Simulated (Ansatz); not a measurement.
CH7Cl2NSi2, singlet, geometry from GFN2-xTB, atoms displaced at random by about 0.03 Å a coordinate; HF/STO-3G, gradient in Ansatz (an electronic-structure program).

Here is a job for Ansatz.
Ansatz 0.2 input:
```yaml
crystal:
  periodic: [false, false, false]
  atoms:
    - {symbol: Si, position_ang: [0.88888835, -0.44502149, 0.28259097]}
    - {symbol: Cl, position_ang: [1.95388984, -1.11614016, -1.24414617]}
    - {symbol: Cl, position_ang: [1.44846244, 1.43262995, 0.80284344]}
    - {symbol: N, position_ang: [-0.74438558, -0.44998225, -0.12749401]}
    - {symbol: Si, position_ang: [-2.06807325, 0.48074164, 0.49205241]}
    - {symbol: C, position_ang: [-3.63114191, -0.21248039, -0.33216849]}
    - {symbol: H, position_ang: [1.20169633, -1.23734825, 1.48045757]}
    - {symbol: H, position_ang: [-0.96809674, -1.12936607, -0.83712502]}
    - {symbol: H, position_ang: [-1.97059005, 0.39308532, 1.96502016]}
    - {symbol: H, position_ang: [-1.83160171, 1.92736645, -0.02568994]}
    - {symbol: H, position_ang: [-4.46209383, 0.33960543, 0.02748669]}
    - {symbol: H, position_ang: [-3.77387583, -1.29613141, 0.01078930]}
    - {symbol: H, position_ang: [-3.58089367, -0.14941306, -1.38040867]}
basis:
  gaussian:
    orbitals: STO-3G
hamiltonian:
  xc: hf
output: {forces: true}
```

What the program printed (banner, timings and long lists left out):

```
Functional definition: HF
629 factors; integrals over basis functions are off by at most 3.5e-5 eV
mean field evaluation 1: about -42875.8725 eV, gradient 2.4e1 eV
mean field evaluation 2: about -42875.9879 eV, gradient 2.4e1 eV
mean field evaluation 4: about -42878.3797 eV, gradient 1.3e0 eV
mean field evaluation 8: about -42878.3883 eV, gradient 1.9e-5 eV
mean field -42878.38834659 eV, -1575.7517077217 hartree, gradient 5.1e-5 eV, S^2 0.000000; 0 other end points of the search recorded, 0 dependent functions left out
the calculation of the forces begins
reference -42878.38834659 eV, -1575.7517077217 hartree; 41, 41 occupied and 12, 12 virtual orbitals, 629 factors
Total energy: -42878.38834659 eV, -1575.7517077217 hartree
Atom 0 at     0.888888    -0.445021     0.282591 Å, force    -1.698247    -1.042378     3.454191 eV/Å
Atom 1 at     1.953890    -1.116140    -1.244146 Å, force     1.754154    -1.099149    -2.399896 eV/Å
Atom 2 at     1.448462     1.432630     0.802843 Å, force     0.505122     1.675725     0.318880 eV/Å
Atom 3 at    -0.744386    -0.449982    -0.127494 Å, force    -0.044200    -0.180306     0.047264 eV/Å
Atom 4 at    -2.068073     0.480742     0.492052 Å, force     0.557161     2.365911    -0.991625 eV/Å
Atom 5 at    -3.631142    -0.212480    -0.332168 Å, force     1.287982    -2.442657     3.556676 eV/Å
Atom 6 at     1.201696    -1.237348     1.480458 Å, force    -0.103261     0.478552    -1.097451 eV/Å
Atom 7 at    -0.968097    -1.129366    -0.837125 Å, force    -0.216384    -0.143040    -0.318472 eV/Å
Atom 8 at    -1.970590     0.393085     1.965020 Å, force    -0.549244     0.247642    -1.416186 eV/Å
Atom 9 at    -1.831602     1.927366    -0.025690 Å, force    -0.701247    -2.636015     1.392832 eV/Å
Atom 10 at    -4.462094     0.339605     0.027487 Å, force    -1.066041     0.491703     0.069257 eV/Å
Atom 11 at    -3.773876    -1.296131     0.010789 Å, force     0.210255     2.325138    -1.125313 eV/Å
Atom 12 at    -3.580894    -0.149413    -1.380409 Å, force     0.063951    -0.041125    -1.490155 eV/Å
Dipole moment:    -0.714118    -0.369523     0.206587 e Å
```
